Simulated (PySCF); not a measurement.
C5H16Si2.
Atom-mapped SMILES: `[CH3:1][CH:2]([CH3:3])[Si@H:4]([CH3:5])[CH2:6][SiH3:7]` (hydrogens: H8, H9, H10 on C1; H11 on C2; H12, H13, H14 on C3; H15 on Si4; H16, H17, H18 on C5; H19, H20 on C6; H21, H22, H23 on Si7)

The calculation used PBE0-D3(BJ)/def2-SVP geometry optimisation, gas phase (PySCF 2.14.0).

Q: What internal coordinates does the optimisation give?

A: 
| bond | length (bohr) |
| --- | --- |
| C1–C2 | 2.887 |
| C2–C3 | 2.887 |
| C2–Si4 | 3.589 |
| Si4–C5 | 3.558 |
| Si4–C6 | 3.569 |
| C6–Si7 | 3.550 |
| C1–H8, C1–H9, C1–H10 | 2.083 |
| C2–H11 | 2.091 |
| C3–H12, C3–H13, C3–H14 | 2.083 |
| Si4–H15 | 2.836 |
| C5–H16, C5–H17, C5–H18 | 2.081 |
| C6–H19 | 2.087 |
| C6–H20 | 2.087 |
| Si7–H21, Si7–H22, Si7–H23 | 2.828 |

Bonds in one row agree within 0.02 bohr and their mean is given. A selection of angles:
| angle | degrees |
| --- | --- |
| C2–C1–H8 | 112.2 |
| H8–C1–H9 | 107.5 |
| C1–C2–C3 | 111.7 |
| C1–C2–Si4 | 112.1 |
| C1–C2–H11 | 108.1 |
| C3–C2–Si4 | 111.3 |
| C3–C2–H11 | 108.0 |
| Si4–C2–H11 | 105.2 |
| C2–C3–H12 | 112.1 |
| H12–C3–H13 | 107.5 |
| C2–Si4–C5 | 111.0 |
| C2–Si4–C6 | 110.8 |
| C2–Si4–H15 | 107.9 |
| C5–Si4–C6 | 109.8 |
| C5–Si4–H15 | 109.0 |
| C6–Si4–H15 | 108.3 |
| Si4–C5–H16 | 110.7 |
| H16–C5–H17 | 107.8 |
| Si4–C6–Si7 | 116.0 |
| Si4–C6–H19 | 108.1 |
| Si4–C6–H20 | 109.1 |
| Si7–C6–H19 | 108.3 |
| Si7–C6–H20 | 108.5 |
| H19–C6–H20 | 106.5 |
| C6–Si7–H21 | 111.4 |
| H21–Si7–H22 | 107.8 |

Dihedral angles: C1–C2–Si4–C5 67° (synclinal); C2–Si4–C6–Si7 -54° (synclinal).

The 4 C–Si bonds span 1.878 Å (C6–Si7, drawn single) to 1.899 Å (C2–Si4, drawn single), a spread of 0.021 Å. Si4 (SiH silicon) is tetrahedral (angles from 107.9° to 111.0°). Si7 (SiH3 silicon) is tetrahedral (angles from 107.8° to 111.4°). Of the pairs four or more bonds apart, Si7···H11 is among the closest relative to their van der Waals radii: 3.29 Å, 100 % of the sum of Bondi's values.

Point group: C1 (no symmetry element, even within 0.4 Å). Stationary, but not proved a minimum. One conformer, not necessarily the lowest.
